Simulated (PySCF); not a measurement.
## Magnetic susceptibility: `C=C([Se]C)C(Cl)(Cl)Cl`, C₄H₅Cl₃Se

Geometry:
```json
{"atom": "C1", "x (Å)": "-0.633", "y (Å)": "0.022", "z (Å)": "-1.218"}
{"atom": "C2", "x (Å)": "-0.600", "y (Å)": "-0.045", "z (Å)": "0.108"}
{"atom": "Se3", "x (Å)": "0.940", "y (Å)": "-0.462", "z (Å)": "1.158"}
{"atom": "C4", "x (Å)": "2.323", "y (Å)": "-0.335", "z (Å)": "-0.209"}
{"atom": "C5", "x (Å)": "-1.771", "y (Å)": "0.292", "z (Å)": "0.970"}
{"atom": "Cl6", "x (Å)": "-3.326", "y (Å)": "-0.031", "z (Å)": "0.190"}
{"atom": "Cl7", "x (Å)": "-1.693", "y (Å)": "2.032", "z (Å)": "1.376"}
{"atom": "Cl8", "x (Å)": "-1.700", "y (Å)": "-0.625", "z (Å)": "2.485"}
{"atom": "H9", "x (Å)": "-1.534", "y (Å)": "0.286", "z (Å)": "-1.744"}
{"atom": "H10", "x (Å)": "0.233", "y (Å)": "-0.193", "z (Å)": "-1.816"}
{"atom": "H11", "x (Å)": "2.266", "y (Å)": "0.635", "z (Å)": "-0.696"}
{"atom": "H12", "x (Å)": "2.215", "y (Å)": "-1.144", "z (Å)": "-0.928"}
{"atom": "H13", "x (Å)": "3.276", "y (Å)": "-0.433", "z (Å)": "0.307"}
```

Theory: GIAO PBE0/pcSseg-1 magnetisability, rotational g tensor and spin-rotation constants, non-relativistic, gas phase (PySCF). Geometry: GFN2-xTB.

The calculation is non-relativistic, which matters for the atoms heavier than Zn.

Task: What are the magnetisability and the molar susceptibility?

Result: Isotropic -1869 × 10⁻³⁰ J/T², or -112.6 × 10⁻⁶ cm³/mol; principal values -2036, -1831, -1742 × 10⁻³⁰ J/T², anisotropy 261 × 10⁻³⁰ J/T² (root of half the summed squared differences of the principal values). The susceptibility is in cgs units.

Task: Split it along the inertial axes a, b, c into diamagnetic and paramagnetic parts about the centre of mass, with the quadrupole moment.

Result: 
| axis | χ (10⁻⁶ cm³/mol) | diamagnetic (10⁻⁶ cm³/mol) | paramagnetic (10⁻⁶ cm³/mol) | summed x² of all electrons (Å²) | quadrupole Θ (D Å) |
| --- | --- | --- | --- | --- | --- |
| a | -106.0 | -940.2 | 834.2 | 369.9 | +4.88 |
| b | -109.7 | -1952.0 | 1842.2 | 131.4 | +2.64 |
| c | -122.0 | -2126.8 | 2004.7 | 90.2 | -7.52 |

Anisotropies 2χaa − χbb − χcc = +19.8 and 2χbb − χaa − χcc = +8.6 × 10⁻⁶ cm³/mol. Θ is traceless in Buckingham's convention.

Task: And the rotational g tensor?

Result: 
```tsv
axis	rotational constant (GHz)	g	nuclear part	electronic part
a	1.3925	-0.0233	0.5224	-0.5457
b	0.5856	-0.0084	0.4984	-0.5068
c	0.5429	-0.0031	0.5082	-0.5113
```
Asymmetric top; isotopes 12C, 35Cl, 1H, 80Se; no vibrational averaging.
